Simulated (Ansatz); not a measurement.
The lowest singlet and triplet of C4H4S (SMILES c1ccsc1); geometries from B3LYP-D3(BJ)/def2-TZVP, each state relaxed from the structure named, with no frequency check.
Singlet at the triplet's geometry (charge 0, multiplicity 1):
```json
[
 {"atom": "C", "x (Å)": "0.4157", "y (Å)": "-1.3081", "z (Å)": "0.5970"},
 {"atom": "C", "x (Å)": "-0.9037", "y (Å)": "-1.1063", "z (Å)": "0.4471"},
 {"atom": "C", "x (Å)": "-1.2217", "y (Å)": "0.1630", "z (Å)": "-0.2082"},
 {"atom": "S", "x (Å)": "0.2222", "y (Å)": "1.1747", "z (Å)": "-0.3740"},
 {"atom": "C", "x (Å)": "1.2298", "y (Å)": "-0.2121", "z (Å)": "0.0704"},
 {"atom": "H", "x (Å)": "0.8619", "y (Å)": "-2.1870", "z (Å)": "1.0405"},
 {"atom": "H", "x (Å)": "-1.6754", "y (Å)": "-1.7988", "z (Å)": "0.7522"},
 {"atom": "H", "x (Å)": "-2.0675", "y (Å)": "0.3126", "z (Å)": "-0.8658"},
 {"atom": "H", "x (Å)": "2.2047", "y (Å)": "-0.3410", "z (Å)": "-0.3803"}
]
```

A positive gap puts the triplet lower; no zero-point energy. R- takes a restricted singlet. The triplet is unrestricted in single-reference levels. Active spaces average the two states.

Correlated levels freeze the cores.

Codes used: Ansatz (a first-principles code). 

R-PBE/def2-TZVPP gives -203.2 kJ/mol for the gap E(singlet) − E(triplet), vertical, at the triplet's geometry.

**Question.** Where do these levels fall relative to PBE: R-r2SCAN/def2-TZVPP, R-B3LYP/def2-TZVPP, R-wB97M-V/def2-TZVPP, R-B2PLYP/def2-TZVPP, R-MP2/cc-pV(T+d)Z, R-CCSD(T)/cc-pV(T+d)Z, SC-NEVPT2 on SA-CASSCF(6,5)/cc-pV(T+d)Z, FIC-MRCISD+Q on SA-CASSCF(6,5)/cc-pV(T+d)Z.

**Answer.** R-r2SCAN/def2-TZVPP 27.7; R-B3LYP/def2-TZVPP 16.1; R-wB97M-V/def2-TZVPP 10.7; R-B2PLYP/def2-TZVPP 0.2; R-MP2/cc-pV(T+d)Z -52.8; R-CCSD(T)/cc-pV(T+d)Z -0.5; SC-NEVPT2 on SA-CASSCF(6,5)/cc-pV(T+d)Z -16.2; FIC-MRCISD+Q on SA-CASSCF(6,5)/cc-pV(T+d)Z 11.1 kJ/mol. 5 of 8 lie above PBE; the widest gap is to R-MP2/cc-pV(T+d)Z.

Doubts at one or more of the structures used: a restricted determinant that unrestricted orbitals would lower (R-B2PLYP/def2-TZVPP, R-MP2/cc-pV(T+d)Z, R-CCSD(T)/cc-pV(T+d)Z).
